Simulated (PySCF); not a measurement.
Al(Cl)(OH)(SeH) (AlClH₂OSe), SMILES [Cl][Al]([OH])[SeH].

Coordinates come from a r2SCAN-D4/def2-SVP optimisation. The structure was generated by enumeration; whether it is a known compound was not checked. One conformer was computed; it need not be the lowest.

Two levels are set side by side: TDA-PBE/def2-SVPD (PySCF) and TDA-PBE0/def2-SVPD (PySCF). Vertical, same geometry. The lowest singlet is HOMO→LUMO 100 % with PBE and HOMO→LUMO 97 % with the other functional; states are paired by order. Differences are taken from unrounded values.

| quantity | TDA-PBE0 |
|---|---|
| lowest singlet excitation (eV) | 5.21 |
| lowest triplet excitation (TDA) (eV) | 4.87 |
| first bright state (f over 0.05) (eV) | 7.02 |
| its oscillator strength | 0.16 |

Problem. What does TDA-PBE give, and how far is it from TDA-PBE0? (Estimate from the structure and the level; the computed values follow.)

Solution. 
| quantity | TDA-PBE | TDA-PBE minus TDA-PBE0 |
|---|---|---|
| lowest singlet excitation (eV) | 4.64 | -0.57 |
| lowest triplet excitation (TDA) (eV) | 4.37 | -0.50 |
| first bright state (f over 0.05) (eV) | 6.19 | -0.83 |
| its oscillator strength | 0.06 | -0.10 |

Functionals without exact exchange tend to place singlet excitations lower, as here. Differences between two approximate levels are no errors against the true value.

Rough cost on one machine, each run with all the roots and properties that it gave: TDA-PBE0 against TDA-PBE about 2 times.
